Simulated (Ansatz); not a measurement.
Job for Ansatz (an electronic-structure program): R-B3LYP/def2-TZVPPD on HI (SMILES I) with ghost functions, monomers drawn apart or pushed together. Elements past Kr take the def2 small-core potentials; no spin–orbit coupling. Files ending in .json are basis or fitting sets from the Basis Set Exchange.

Ansatz 0.2 input:
```yaml
crystal:
  periodic: [false, false, false]
  atoms:
    - {symbol: I, position_ang: [-0.00858478, -1.21762643, 4.25668689]}
    - {symbol: H, position_ang: [0.24745732, -0.45391665, 2.81696415]}
basis:
  gaussian:
    orbitals: def2-TZVPPD.json
    ghost_atoms:
      - {symbol: C, position_ang: [0.76888425, -0.82014829, 0.06759025]}
      - {symbol: O, position_ang: [0.32688298, 0.26357765, 0.87059720]}
      - {symbol: C, position_ang: [-0.98971672, 0.68641325, 0.55061986]}
      - {symbol: H, position_ang: [0.79363772, -0.53126713, -0.98804491]}
      - {symbol: H, position_ang: [0.11508773, -1.69111468, 0.18687080]}
      - {symbol: H, position_ang: [1.77353189, -1.07596179, 0.39740942]}
      - {symbol: H, position_ang: [-1.03925722, 1.03908696, -0.48455704]}
      - {symbol: H, position_ang: [-1.23772113, 1.50361198, 1.22457437]}
      - {symbol: H, position_ang: [-1.70936146, -0.12816601, 0.68784843]}
hamiltonian:
  xc: {name: B3LYP}
scf: {lower_state_search: off}
```

Output:

```
WARN ansatz: RAYON_NUM_THREADS=1 ignored (pool sized by the plan → 1); use --threads N
Functional definition: B3LYP
these checks for a lower state are left out or cut short: stability, starts, cluster_reference, orbital_swaps, neighbouring_geometries, increment
integrals: 0.22 GiB planned
1308 factors; their error is unknown
mean field: 1.91 GiB planned
mean field evaluation 1: about -8119.7794 eV, gradient 4.5e0 eV
mean field evaluation 2: about -8119.8102 eV, gradient 4.5e0 eV
mean field evaluation 4: about -8119.8439 eV, gradient 2.7e-1 eV
mean field evaluation 8: about -8120.0340 eV, gradient 8.6e-2 eV
mean field evaluation 16: about -8120.0340 eV, gradient 5.0e-6 eV
mean field -8120.03402970 eV, -298.4057466347 hartree, gradient 5.0e-6 eV, S^2 0.000000; 0 other end points of the search recorded, 0 dependent functions left out
reference -8120.03423456 eV, -298.4057541631 hartree; 13, 13 occupied and 279, 279 virtual orbitals, 1308 factors
Total energy: -8120.03423456 eV, -298.4057541631 hartree
Checks for a lower state left out: stability, starts, cluster_reference, orbital_swaps, neighbouring_geometries, increment
```

The calculation finished and met its thresholds.

Cost: around 2.4 core-seconds (rough).
